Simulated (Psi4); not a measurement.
Interaction energy of H2 ··· H2Se (SMILES [H][H] and [SeH2]). Monomers: optimised at B3LYP-D3(BJ) (def2-TZVP), held rigid. Orientation: a random orientation, not optimised. Only R, the distance of the centres of mass, is varied, so the lowest point isn't the relaxed dimer.

Geometry at R = 3.33 Å (first 2 atoms: monomer A):
```
5

H      0.3719     0.0000     0.0000
H     -0.3719     0.0000     0.0000
Se     0.7190     0.4259    -3.2375
H      1.3614    -0.3006    -2.1321
H      0.0106    -0.7886    -3.6679
```

- PBE/def2-TZVP, counterpoise-corrected (Psi4)
- PBE-D3(BJ)/def2-TZVP, counterpoise-corrected (Psi4)
- wB97X-V/def2-TZVP, counterpoise-corrected (Psi4)
- CCSD(T)/aug-cc-pVDZ = DF-CCSD(T)/aug-cc-pVDZ, frozen core, counterpoise-corrected (Psi4)

Interaction energies in kJ/mol; the last columns give the difference from CCSD(T):

```csv
R / Å,PBE/def2-TZVP,PBE-D3(BJ)/def2-TZVP,wB97X-V/def2-TZVP,CCSD(T)/aug-cc-pVDZ,PBE/def2-TZVP − CCSD(T)/aug-cc-pVDZ,PBE-D3(BJ)/def2-TZVP − CCSD(T)/aug-cc-pVDZ,wB97X-V/def2-TZVP − CCSD(T)/aug-cc-pVDZ
2.75,27.87,25.44,28.63,32.04,-4.17,-6.60,-3.42
2.93,15.85,13.60,15.72,18.19,-2.34,-4.59,-2.47
3.11,8.77,6.74,8.22,9.99,-1.22,-3.25,-1.77
3.33,4.03,2.27,3.33,4.51,-0.49,-2.25,-1.18
3.50,2.05,0.51,1.40,2.27,-0.22,-1.76,-0.86
3.75,0.56,-0.66,0.09,0.63,-0.07,-1.29,-0.54
4.01,-0.04,-0.98,-0.34,-0.02,-0.03,-0.96,-0.32
4.33,-0.23,-0.88,-0.38,-0.23,0.00,-0.65,-0.15
4.81,-0.16,-0.53,-0.23,-0.21,0.04,-0.32,-0.03
5.57,-0.03,-0.18,-0.08,-0.10,0.07,-0.09,0.02
6.52,0.01,-0.05,-0.02,-0.03,0.05,-0.01,0.01
7.83,0.01,-0.01,-0.01,-0.01,0.02,0.00,0.00
```

PBE/def2-TZVP is furthest from CCSD(T)/aug-cc-pVDZ at 2.75 (-4.17 kJ/mol, below); its mean absolute difference over the points is 0.73 kJ/mol.

PBE-D3(BJ)/def2-TZVP is furthest from CCSD(T)/aug-cc-pVDZ at 2.75 (-6.60 kJ/mol, below); its mean absolute difference over the points is 1.81 kJ/mol.

wB97X-V/def2-TZVP is furthest from CCSD(T)/aug-cc-pVDZ at 2.75 (-3.42 kJ/mol, below); its mean absolute difference over the points is 0.90 kJ/mol.
